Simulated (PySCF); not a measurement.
**Excitation energy of Ar⁺ by level of theory**

Ar⁺ [Ne] 3s2 3p5 (2P) → Ar⁺ [Ne] 3s2 3p4 4s1 (4P), as a difference of total energies. Calculation: PySCF 2.14, in dyall-av3z; the spin-free X2C one-electron Hamiltonian (Gaussian nucleus). Correlated levels: valence: [Ne] frozen; virtual orbitals above 40 to 60 times the deepest correlated orbital energy dropped. The calculations carry no spin-orbit coupling.

```
           method  excitation energy (cm⁻¹)
              UHF                    128230
              LDA                    133780
              PBE                    132820
             PBE0                    133840
           r2SCAN                    136200
             PW91                    133210
             BLYP                    132620
              M06                    136150
        BHandHLYP                    134220
    MP2 (valence)                    132820
SCS-MP2 (valence)                    133820
```

Errors of the correlated levels include the incompleteness of this basis and the frozen core.

For comparison: 134270 cm⁻¹ (measured; NIST levels, between the centres of gravity of the two terms).
